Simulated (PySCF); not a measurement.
Isomers of C3H8SSi, one GFN2-xTB conformer each. Single-point energies are computed at PBE0/pcSseg-1 (PySCF, gas phase, no added dispersion term), electronic only.

Question: Rank them by PBE0/pcSseg-1 energy, lowest first (kcal/mol).
A. `[CH3:1][S:2][SiH:3]1[CH2:4][CH2:5]1` with C1–S2–Si3–C4 -87°
B. `[CH2:1]=[CH:2][SiH2:3][S:4][CH3:5]` with C1–C2–Si3–S4 109°, C2–Si3–S4–C5 -59°

Answer: B (0.0), A (5.9).

As drawn, the lower has a C=C bond outside aromatic rings, which the higher lacks; the higher has a three-membered ring, which the lower lacks. GFN2-xTB itself gives, in the same order: 0.0, 13.0. Both levels put the same isomer lowest.

Q: Which frontier levels, dipoles and rotational constants go with these structures?

A: 
```csv
SMILES,"HOMO (eV, PBE0/pcSseg-1)",LUMO (eV),dipole (D),"A, B, C (MHz)"
C=C[SiH2]SC,-6.72,-0.71,2.21,"4812, 1952, 1552"
CS[SiH]1CC1,-6.66,0.06,1.56,"7042, 1770, 1644"
```
